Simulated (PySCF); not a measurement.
## Ionisation energy of F⁺ by level of theory

F⁺ [He] 2s2 2p4 (3P) → F²⁺ [He] 2s2 2p3 (4S), as a difference of total energies. Calculation: PySCF 2.14, in aug-cc-pCVTZ-DK with one added diffuse shell each of s, p, d, f type (8s7p5d3f, 75 functions); the spin-free X2C one-electron Hamiltonian (Gaussian nucleus). Correlated levels: valence: 1s2 frozen. The calculations carry no spin-orbit coupling.

```tsv
method	ionisation energy (eV)	plus first-order spin-orbit estimate	error of that sum (eV)
UHF	33.368	33.388	-1.583
MP2 (valence)	34.619	34.639	-0.332
SCS-MP2 (valence)	34.729	34.749	-0.222
CCSD (valence)	34.654	34.673	-0.298
CCSD(T) (valence)	34.683	34.702	-0.269
```

Reference: 34.971 eV (measured; NIST Atomic Spectra Database, ionization energies).

A first-order spin-orbit estimate (lowest level to lowest level, LS coupling) adds 0.020 eV.

Errors of the correlated levels include the incompleteness of this basis and the frozen core.
